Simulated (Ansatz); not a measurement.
Basis sets compared for Cu₅H₄. Charge 0, multiplicity 2. Geometry B3LYP-D4/def2-SVP. Ansatz on 4 threads of Arm Neoverse V2 on a shared host; times are rough, and most runs start from earlier orbitals.

```csv
atom,x (Å),y (Å),z (Å)
Cu1,-1.007,1.007,-0.946
Cu2,0.440,1.355,0.943
Cu3,0.748,-1.023,1.150
Cu4,1.340,0.080,-1.041
Cu5,-0.702,-1.372,-0.742
H6,0.089,-2.300,0.356
H7,1.188,0.324,1.978
H8,-0.499,2.277,-0.038
H9,-1.598,-0.348,-1.660
```

No other spin state of charge 0 was run. The structure comes from a short search, and lower isomers may exist.

Binding counts from free atoms (Cu doublet, H doublet) in the same basis, without a counterpoise term.

| level | functions | energy (Eh) | HOMO (eV) | LUMO (eV) | binding per atom (eV) | wall time |
| --- | --- | --- | --- | --- | --- | --- |
| PBE-D4/def2-SVP | 175 | -8202.7046 | -4.05 | -3.64 | 2.53 | 7 s |
| PBE0-D4/def2-SVP | 175 | -8202.7035 | -4.62 | -2.80 | 2.29 | 12 s |

(1) Estimate the rows for PBE-D4/def2-TZVP (with forces), PBE0-D4/def2-TZVP.

Results:

(1) 
| level | functions | energy (Eh) | HOMO (eV) | LUMO (eV) | binding per atom (eV) | wall time |
| --- | --- | --- | --- | --- | --- | --- |
| PBE-D4/def2-TZVP (with forces) | 249 | -8203.9548 | -4.37 | -3.97 | 2.22 | 10 s |
| PBE0-D4/def2-TZVP | 249 | -8203.9084 | -4.91 | -3.08 | 2.07 | 22 s |
